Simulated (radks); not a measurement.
The rhodium anion Rh- inside a hard spherical wall (all orbitals vanish at R), configuration held at [Kr] 4d8 5s2 and not refilled when levels cross. All-electron calculation, scalar-relativistic Kohn-Sham, LDA (Slater exchange, Perdew-Wang correlation), spin-polarised, spherical densities, finite nucleus; open shells are filled with parallel spins first (spin-orbit coupling, left out, can overturn this in heavy ions); Fermi nuclear charge, rms radius 4.4945 fm. Program: a radial shooting solver on a logarithmic mesh with Libxc functionals. Eigenvalues in eV for spin up, with the zero of energy where the potential of the charges vanishes at infinity; a dash marks a level that is unbound or too diffuse for the functional's potential to be trusted. A positive occupied level is held by the wall or, in an anion where self-interaction has pushed it up, behind a barrier. The pressure on the wall is -dE/dV.

R (bohr),E (hartree),kinetic (hartree),e(4s),e(4p),e(4d),e(5s),"e(6s, empty)","e(5p, empty)",pressure (GPa)
20,-4779.50338,4948.337,-77.109,-45.089,-0.651,0.532,2.218,2.271,0.000101
15,-4779.50306,4948.339,-77.051,-45.030,-0.592,0.583,3.082,2.802,0.00178
12,-4779.50175,4948.346,-76.915,-44.893,-0.454,0.703,4.256,3.285,0.0148
6,-4779.40796,4948.741,-74.234,-42.216,2.096,3.337,18.574,7.901,5.39
4,-4778.78538,4951.047,-66.841,-35.014,8.816,12.484,54.885,20.381,125
3,-4776.76748,4958.089,-54.287,-22.997,21.043,33.888,122.79,47.049,1080
2,-4762.77283,5004.695,-13.073,18.939,69.531,141.68,383.44,167.79,21300
1.5,-4723.38191,5120.245,61.479,99.927,163.08,368.88,843.83,404.22,157000
